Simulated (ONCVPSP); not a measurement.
## Varying the ONCV potential for tungsten (W)

Base potential:

ONCVPSP 4.0.1 input, shortened (lines: element, Z, core and valence counts, functional; n l f; lmax; l rc ep ncon nbas qcut; lloc lpopt rc5 dvloc0; l nproj debl; icmod fcfact rcfact), PBE, scalar-relativistic:

```
  W 74.00   10    5        4      upf
    1    0    2.00
    2    0    2.00
    2    1    6.00
    3    0    2.00
    3    1    6.00
    3    2   10.00
    4    0    2.00
    4    1    6.00
    4    2   10.00
    4    3   14.00
    5    0    2.00
    5    1    6.00
    5    2    4.00
    6    0    1.50
    6    1    0.50
    2
    0    1.65    0.00    5    9    8.30
    1    2.30    0.00    3    6    6.60
    2    2.85    0.00    5   10    5.90
    4    5    1.10    0.00
    0    2    2.30
    1    2    0.80
    2    3    1.50
    1    0.60    0.00
```

All-electron outer shells of the reference configuration (PBE, scalar-relativistic, ld1.x):

```
shell  level (eV)  outermost node (bohr)  outermost maximum (bohr)
   4d     -239.26                   0.22                      0.45
   5s      -79.90                   0.53                      0.96
   5p      -44.03                   0.57                      1.09
   4f      -34.03                      –                      0.43
   6s       -6.26                   1.28                      2.64
   5d       -5.22                   0.63                      1.49
   6p       -1.77                   1.53                      3.70
```

Cutoffs, loose and tight: the cutoffs (Ha) at which the residual kinetic energy of the hardest occupied pseudo-wave falls to 1 and 0.1 mHa per electron. They do not see the model core or the augmentation charge, which bear on the density cutoff. Test errors are all-electron minus pseudo excitation energies from the reference, over the configurations 5s2 5p6 5d4 6s2 6p0; 5s2 5p6 5d4 6s1 6p0; 5s2 5p6 5d4 6s0 6p0; 5s2 5p6 5d4 6s0 6p1. A dash means not determined; rows that change the core or the reference have their own tests.

| change | outcome | cutoff, loose | cutoff, tight | bound ghosts | GHOST(+) flags above zero | largest test error (meV) |
| --- | --- | --- | --- | --- | --- | --- |
| base | generated | 26 Ha | 30 Ha | none | s | -10 |
| core [Kr] 4d10, valence charge 28; reference 4f14 5s2 5p6 5d4 6s2; waves now 5s+6s: rc 1.50 bohr, ncon 4, nbas 8, qcut 9.1 1/bohr, 3 projectors, debl 0.9 Ha; 5p: rc 2.10 bohr, ncon 5, nbas 9, qcut 5.7 1/bohr, 3 projectors, debl 3.7 Ha; 5d: rc 1.55 bohr, ncon 3, nbas 6, qcut 5.5 1/bohr, 1 projector; 4f: rc 1.00 bohr, ncon 3, nbas 7, qcut 17.2 1/bohr, local; local potential the f channel | failed: ERROR pspot: first pseudo wave function has node, program will stop | – | – | – | – | – |
| core correction Teter function, fcfact 4.5, rcfact 1.55 | generated | 26 Ha | 30 Ha | none | s | -9.9 |
| core correction polynomial model core, fcfact 0.96 | generated | 26 Ha | 30 Ha | none | s | -10 |
| s: qcut 9.7 | failed: ERROR pspot: first pseudo wave function has node, program will stop | – | – | – | – | – |
| s: nproj 4 | generated | 26 Ha | 30 Ha | none | s | -10 |
